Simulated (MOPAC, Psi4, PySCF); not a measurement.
Internal rotation in SMILES o1c(/C=C\C=C)ccc1, singlet. Scanned: dihedral C3–C4–C5–O9; all other coordinates were relaxed at GFN2-xTB. Points at φ and −φ are mirror images. Heavy atoms are numbered in the order of the SMILES C=C/C=C\c1ccco1, hydrogens after them in the order of the atoms that carry them; the mirror image has the same energies with the sign of each dihedral reversed.

Methods: PBE/def2-SVP // GFN2-xTB (Psi4); RKS-B3LYP/6-31G* = restricted B3LYP/6-31G*, spherical d, density fitting // GFN2-xTB (PySCF); PM3, restricted, heats of formation // GFN2-xTB (MOPAC); PBE-D3(BJ)/def2-SVP // GFN2-xTB (Psi4).

Energies relative to the lowest point of each profile, in eV:

| φ / ° | PBE/def2-SVP | RKS-B3LYP/6-31G* | PM3 |
|---|---|---|---|
| -150 | 0.102 | 0.075 | 0.000 |
| -120 | 0.248 | 0.200 | 0.038 |
| -90 | 0.369 | 0.307 | 0.062 |
| -60 | 0.269 | 0.228 | 0.060 |
| -30 | 0.079 | 0.067 | 0.057 |
| 0 | 0.000 | 0.000 | 0.054 |
| 30 | 0.079 | 0.067 | 0.057 |
| 60 | 0.269 | 0.228 | 0.060 |
| 90 | 0.369 | 0.307 | 0.062 |
| 120 | 0.248 | 0.200 | 0.038 |
| 150 | 0.102 | 0.075 | 0.000 |
| 180 | 0.068 | 0.065 | 0.020 |

Problem. Estimate the PBE-D3(BJ)/def2-SVP values at these points.

Solution. -150: 0.094; -120: 0.240; -90: 0.365; -60: 0.267; -30: 0.079; 0: 0.000; 30: 0.079; 60: 0.267; 90: 0.365; 120: 0.240; 150: 0.094; 180: 0.065 (eV).
